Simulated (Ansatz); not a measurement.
Wavefunction ladder for `[CH3][In-]([CH3])([F])[PH3+]`

```xyz
14

C    -2.083   -0.542    0.957
In   -0.267    0.471    0.444
C     1.547    1.127    1.374
F    -0.578    1.564   -1.224
P     0.641   -0.939   -1.822
H    -2.574   -0.049    1.797
H    -2.751   -0.523    0.096
H    -1.884   -1.578    1.236
H     2.108    1.730    0.661
H     1.330    1.732    2.256
H     2.154    0.274    1.683
H     1.514   -0.104   -2.545
H    -0.405   -0.987   -2.763
H     1.248   -2.176   -2.150
```

The species carries charge 0 and has multiplicity 1. Correlated methods include outer-core shells of In, which these sets cover unevenly. In takes the def2 core potential. All single points use the PBE0-D4/def2-TZVP geometry. It is one conformer, not always the lowest. Frozen core, restricted reference, Ansatz.

```tsv
basis	HF (Eh)	MP2 corr.
def2-SVP	-710.12647	-0.71120
def2-TZVPP	-710.47176	-1.08526
def2-QZVPP	-710.49234	-1.33523
```

(1) Estimate the CCSD correlation energy and the (T) correction in each basis where they were run (hartree).

Results:

(1) 
```
     basis  CCSD corr.       (T)
  def2-SVP    -0.77718  -0.01961
def2-TZVPP    -1.13073  -0.03894
```
